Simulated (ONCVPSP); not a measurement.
Before and after: ONCV potential for Li (Z = 3)

- Element: Li (Z = 3)
- Generator: ONCVPSP 4.0.1
- Type: optimised norm-conserving Vanderbilt (ONCV)
- Functional: PBE
- Relativity: scalar-relativistic
- Frozen core: [He]
- Valence charge: 1
- Reference configuration: 2s1
- Partial waves: 2s: rc 2.75 bohr, ncon 4, nbas 8, qcut 2.9 1/bohr, 2 projectors, debl 0.7 Ha; p scattering state at 0.31 Ha: rc 2.30 bohr, ncon 4, nbas 7, qcut 3.1 1/bohr, local; d scattering state at 0.25 Ha: rc 2.75 bohr, ncon 4, nbas 8, qcut 2.9 1/bohr, 1 projector
- Local potential: the p channel
- Core correction: polynomial model core, fcfact 0.7

All-electron outer shells of the reference configuration (PBE, scalar-relativistic, ld1.x):

```csv
shell,level (eV),outermost node (bohr),outermost maximum (bohr)
1s,-51.85,–,0.36
2s,-2.87,0.83,3.12
```

Change: core correction polynomial model core, fcfact 0.4.

Cutoffs: the cutoffs (Ha) at which the residual kinetic energy of the hardest occupied pseudo-wave falls to 1 and 0.1 mHa per electron; they do not see the model core or the augmentation charge, which bear on the density cutoff. Errors are all-electron minus pseudo energies relative to the spin-unpolarised reference configuration.

Q: How do hardness, ghosts and transferability respond?

A: The potential gets neither clearly harder nor softer (2.1 Ha and 3.3 Ha → 2.1 Ha and 3.3 Ha); neither file shows a bound ghost. A model core, the more so a compact one, raises the density cutoff, which this test does not measure.

| quantity | base | changed |
| --- | --- | --- |
| cutoff, loose | 2.1 Ha | 2.1 Ha |
| cutoff, tight | 3.3 Ha | 3.3 Ha |
| bound ghosts | none | none |
| GHOST(+) flags under 300 eV | none | none |
| error for 2s0.5, meV [ΔE 2.05 eV] | +0.6 | +1.2 |
| error for 2s0 2p1, meV [ΔE 1.79 eV] | -10.0 | -9.7 |
| s: phases at 2.79 bohr within 0.05 rad from the reference energy up to (Ha; the scan ends near 5) | 1.4 | 1.4 |
| p: phases at 2.33 bohr within 0.05 rad from the reference energy up to (Ha; the scan ends near 5) | 1.3 | 1.3 |
| d: phases at 2.79 bohr within 0.05 rad from the reference energy up to (Ha; the scan ends near 5) | 1.8 | 1.8 |
| rms error of d²Exc/dni dnj with the model core, mHa | 0.34 | 0.85 |

Base: The cutoffs count occupied waves only; projector 1 of the p channel, the hardest unoccupied one, needs 5 Ha at the loose tolerance. Changed file: The cutoffs count occupied waves only; projector 1 of the p channel, the hardest unoccupied one, needs 5 Ha at the loose tolerance.
